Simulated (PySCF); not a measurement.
Gas-phase reaction: 2 NH₃ + 2 GaCl = GaHCl₂ + GaH₃ + N₂H₂

Computed with PySCF and rigid-rotor harmonic-oscillator thermochemistry at 1 bar. † marks an energy on the PBE0/def2-TZVP geometry and frequencies. MP2 and CCSD(T) freeze the core. All species are closed-shell singlets. Ga: all electrons, no relativistic terms. GaHCl₂, GaH₃: computed as isolated molecules; such fragments, hydroxides, amides, oligomers or adducts are transient or little studied in the gas. MP2 isn't extrapolated to the basis-set limit; its ΔH°(298 K) is 225.9 kJ in def2-SVP and 274.7 kJ in def2-TZVPP. CCSD(T) isn't extrapolated to the basis-set limit; its ΔH°(298 K) is 231.7 kJ in def2-SVP and 269.0 kJ in def2-TZVPP. The harmonic model lacks anharmonicity and excited electronic states, which grow with temperature; levels with a mode under 35 cm⁻¹ are left out.

ΔH° and ΔS° at 298 K: BLYP/def2-TZVP† 337 kJ, -129 J/K; CCSD(T)/def2-SVP† 232 kJ, -129 J/K; M06-2X/def2-TZVP† 298 kJ, -129 J/K; MP2/def2-SVP† 226 kJ, -129 J/K; PBE/def2-TZVP† 304 kJ, -129 J/K; LDA/def2-TZVP† 280 kJ, -129 J/K.

Problem. With the heat capacities included, give log10 K (1 bar) at 500, 600, 1200, 1400, 1600 K from BLYP/def2-TZVP†, CCSD(T)/def2-SVP†, M06-2X/def2-TZVP†, MP2/def2-SVP†, PBE/def2-TZVP†, LDA/def2-TZVP†.

Solution. 
```tsv
T (K)	BLYP/def2-TZVP†	CCSD(T)/def2-SVP†	M06-2X/def2-TZVP†	MP2/def2-SVP†	PBE/def2-TZVP†	LDA/def2-TZVP†
500	-41.9	-30.9	-37.8	-30.3	-38.5	-36.0
600	-36.0	-26.8	-32.6	-26.3	-33.2	-31.0
1200	-21.0	-16.5	-19.3	-16.2	-19.6	-18.6
1400	-18.8	-14.9	-17.4	-14.7	-17.6	-16.7
1600	-17.1	-13.7	-15.9	-13.5	-16.1	-15.3
```
